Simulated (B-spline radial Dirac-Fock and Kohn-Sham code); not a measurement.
Z = 31 (gallium), transition energy 17.5 keV. These are calculated numbers from a radial atomic solver; the model is a Dirac-Hartree-Slater potential of the neutral atom with a Latter tail (no hole, which puts coefficients of high multipoles low close above an edge), finite nucleus with surface currents. Subshells that would emit electrons below 1 keV are left out.

Problem. A pure transition shows α(K) = 230000, L1/L2 = 5.21 and L1/L3 = 0.275. What is its multipolarity?
A. M4
B. E4
C. E3
D. M2
E. E1
F. E2
G. M3
H. M1

Solution. A. For comparison, α(K), L1/L2, L1/L3 are E1 9.14, 5.69, 3.16; E2 206, 0.322, 0.185; E3 3360, 0.0226, 0.0133; E4 52300, 0.000959, 0.000568; M1 9.20, 14.9, 39.6; M2 463, 10.4, 3.29; M3 11200, 7.09, 0.638.
